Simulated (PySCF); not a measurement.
Harmonic spectrum computed at PBE0 in the def2-TZVP basis family (core potentials from Rb on, PySCF, no spin–orbit coupling):

| ω (cm⁻¹) | IR (km/mol) |
| --- | --- |
| 153 | 25.6 |
| 157 | 8.4 |
| 619 | 40.0 |
| 818 | 118 |
| 840 | 5.9 |
| 3875 | 86.2 |

Which molecule gave it? In each, all ligands are bound to the one heavy central atom.
A. IO(OH) (singlet)
B. TlO(OH) (singlet)
C. PO(OH) (singlet)
D. InO(OH) (singlet)
E. AlO(OH) (singlet)

D. It has Cs symmetry with In–O 1.824 Å, In–O 1.940 Å, O–H 0.962 Å.
